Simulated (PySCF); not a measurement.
Polarisability and C₆ of Co (cobalt, neutral)

[Ar] 3d7 4s2, high-spin 4F determinant. Computed with PySCF 2.14 in x2c-TZVPPall with one added diffuse shell each of s, p, d, f type (7s6p5d3f1g, 80 functions), with the spin-free X2C one-electron Hamiltonian (Gaussian nucleus). Coupled (time-dependent) response in atomic units; α is the mean over directions.

| method | mean α (bohr³) | C₆ (like pair) | S(−4) |
| --- | --- | --- | --- |
| wB97X | 52.65 | 440.1 | 1422 |
| r2SCANh | 54.42 | 483.7 | 1422 |

S(−4) is the Cauchy moment in α(ω) = α(0) + S(−4) ω² + …

Reference α: 55 ± 4 bohr³ (recommended; Schwerdtfeger and Nagle, table of static dipole polarizabilities (2023 update)). Published C₆: 408.0 (Chu and Dalgarno (2004); Tang, Norbeck and Certain (1976)).

α(iu) at r2SCANh:

```json
{"u (hartree)": "0", "α(iu) (bohr³)": "54.42"}
{"u (hartree)": "0.0500", "α(iu) (bohr³)": "51.14"}
{"u (hartree)": "0.100", "α(iu) (bohr³)": "43.63"}
{"u (hartree)": "0.200", "α(iu) (bohr³)": "28.41"}
{"u (hartree)": "0.300", "α(iu) (bohr³)": "18.77"}
{"u (hartree)": "0.500", "α(iu) (bohr³)": "9.915"}
{"u (hartree)": "0.750", "α(iu) (bohr³)": "5.796"}
{"u (hartree)": "1.00", "α(iu) (bohr³)": "3.962"}
{"u (hartree)": "1.50", "α(iu) (bohr³)": "2.320"}
{"u (hartree)": "2.00", "α(iu) (bohr³)": "1.582"}
{"u (hartree)": "3.00", "α(iu) (bohr³)": "0.9110"}
{"u (hartree)": "5.00", "α(iu) (bohr³)": "0.4317"}
```

A single London oscillator, α(iu) = α/(1 + u²/ω²), gives C₆ = (3/4) ω α². Matching the computed C₆ needs ω = 4 × 483.7 / (3 × 54.42²) = 0.218 hartree.
